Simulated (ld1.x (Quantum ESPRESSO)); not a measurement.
Br, TM: configuration errors across variants

```json
{
 "Element": "bromine (Br)",
 "Generator": "ld1.x (Quantum ESPRESSO) 7.5",
 "Type": "norm-conserving Troullier–Martins (Kleinman–Bylander form)",
 "Functional": "PBE",
 "Relativity": "scalar-relativistic",
 "Frozen core": "[Ar] 3d10",
 "Valence charge": "7",
 "Reference configuration": "4s2 4p5",
 "Partial waves": "4p (bound): rc 1.20 bohr; 4s (bound): rc 1.25 bohr",
 "Local potential": "the s channel",
 "Core correction": "none"
}
```

All-electron excitation energies from the reference (eV): (1) 4s2 4p4 12.554; (2) 4s2 4p3 35.314; (3) 4s2 4p2 69.297; (4) 4s2 4p1 115.321; (5) 4s1 4p5 25.558; (6) 4s1 4p6 12.371; (7) 4s2 4p4.5 5.075.

4 further variants failed, have other tests or another functional or relativity, and are left out.

A true bound ghost makes a file unfit for plane-wave use even where its test errors are small: the radial tests pick states by their node count and pass the ghost by.

Errors AE − PS in meV (a dash: test not solved or not reliable):

| change | (1) | (2) | (3) | (4) | (5) | (6) | (7) | bound ghosts |
| --- | --- | --- | --- | --- | --- | --- | --- | --- |
| base | -8.2 | -37 | -86 | -131 | -13 | +2.5 | -2.1 | p |
| all radii scaled by about 0.78 (s 0.98, p 0.94 bohr) | -19 | -68 | -105 | -31 | -77 | -8.6 | -4.7 | p |
| wave 4s (bound): rc 1.25 bohr becomes 4s (bound): rc 1.36 bohr | -6.1 | -27 | -65 | -103 | -5.3 | +6.5 | -1.6 | p |
| local potential all-electron potential smoothed inside 1.00 bohr (lloc = -1) | +2.1 | +9.8 | +10 | -30 | +27 | +10 | +0.2 | s, d |
| core correction a·sin(br)/r model core inside 0.70 bohr | -7.9 | -36 | -87 | -155 | -29 | -7.6 | -2.0 | p |
| wave 4s (bound): rc 1.25 bohr becomes 4s (bound): rc 1.58 bohr | -7.6 | -34 | -78 | -118 | -12 | +3.3 | -2.0 | p |
| local potential all-electron potential smoothed inside 0.95 bohr (lloc = -1) | +3.3 | +16 | +26 | -4.7 | +31 | +11 | +0.4 | s, d |

Question: Give the same row for: core correction a·sin(br)/r model core inside 1.28 bohr.

Answer: -7.9, -37, -96, -179, -29, -6.7, -2.0; bound ghosts: p.
